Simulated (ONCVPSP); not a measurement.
**Logarithmic derivatives: K, ONCV**

* Element: potassium (K)
* Generator: ONCVPSP 4.0.1
* Type: optimised norm-conserving Vanderbilt (ONCV)
* Functional: PBEsol
* Relativity: scalar-relativistic
* Frozen core: [Ar]
* Valence charge: 1
* Reference configuration: 4p1
* Partial waves: s scattering state at 0.36 Ha: rc 3.75 bohr, ncon 4, nbas 7, qcut 1.5 1/bohr, 2 projectors, debl 3.1 Ha; 4p: rc 3.75 bohr, ncon 4, nbas 9, qcut 1.8 1/bohr, 2 projectors, debl 2 Ha; d scattering state at 0.06 Ha: rc 4.00 bohr, ncon 4, nbas 7, qcut 2.3 1/bohr, 3 projectors, debl 2.9 Ha; f scattering state at 0.03 Ha: rc 2.85 bohr, ncon 3, nbas 6, qcut 4.2 1/bohr, 2 projectors, debl 1.3 Ha
* Local potential: polynomial inside 2.15 bohr (lpopt 1, dvloc0 0 Ha)
* Core correction: Teter function, fcfact 5.5, rcfact 1.4

In the s channel the program set the typed energies aside and used 0.050, 3.150 Ha.

The phase is arctan(r·R′/R) of the radial function R(r), unwrapped; energies in Ha, scanned from -2 to 5 Ha. A pole is an energy at which the radial function vanishes at the test radius. The pseudo phase is shifted by a multiple of π to meet the all-electron one at the reference energy, and phase errors are pseudo minus all-electron; the curves can meet again beyond the range given. Levels narrower than the energy grid can be missing from the lists of poles. Where the grid stepped over a known ghost or core level, its pole and its step of π were put in at the level’s energy.

Question: For each channel, where are the poles, and over which energies does the pseudopotential scatter like the atom?

Answer:

| channel | radius (bohr) | reference energy (Ha) | poles, all-electron | poles, pseudo | unbroken range about the reference energy with phases within 0.05 rad | phase error 1 Ha above the reference energy (rad) |
| --- | --- | --- | --- | --- | --- | --- |
| s | 3.80 | 0.05 | -1.35, 0.40, 2.36 | 0.43, 1.99, 2.91 | -0.2 to 0.8 | +0.175 |
| p | 3.80 | -0.05 | -0.73, 0.68, 2.65 | 0.61, 2.30, 3.14 | -0.6 to 0.8 | -0.063 |
| d | 4.06 | 0.06 | 0.12, 1.01, 2.61, 4.87 | 0.13, 2.55, 4.65 | 0.0 to 0.1 | +0.715 |
| f | 2.89 | 0.03 | 1.85, 4.66 | 1.85, 4.99 | below 2.8 | +0.000 |

Note: no bound ghost flagged but for a GHOST(-) flag that falls on a real empty level of the atom; GHOST(+) flagged for s at 80.6 eV, s at 150.0 eV, s at 340.1 eV.

Phases in the s channel:

```csv
E (Ha),all-electron,pseudo
-1.98,4.550,1.413
-1.80,4.539,1.403
-1.62,4.525,1.391
-1.44,4.503,1.377
-1.26,1.361,1.358
-1.08,1.328,1.333
-0.90,1.289,1.297
-0.72,1.228,1.240
-0.54,1.116,1.136
-0.36,0.838,0.875
-0.18,-0.144,-0.096
0.00,-1.131,-1.131
0.18,-1.418,-1.416
0.36,-1.547,-1.538
0.54,-1.638,-1.618
0.72,-1.733,-1.696
0.90,-1.889,-1.812
1.08,-2.371,-2.160
1.26,-3.864,-3.907
1.44,-4.378,-4.471
1.62,-4.528,-4.604
1.80,-4.601,-4.669
1.98,-4.647,-4.711
2.16,-4.681,-4.746
2.34,-4.710,-4.779
2.52,-4.737,-4.819
2.70,-4.765,-4.894
2.88,-4.800,-7.758
3.06,-4.848,-7.983
3.24,-4.935,-8.069
3.42,-5.159,-8.188
3.60,-6.318,-8.431
3.78,-7.418,-9.126
3.96,-7.631,-10.152
4.14,-7.713,-10.555
4.32,-7.757,-10.713
4.50,-7.786,-10.797
4.68,-7.808,-10.850
4.86,-7.826,-10.889
```
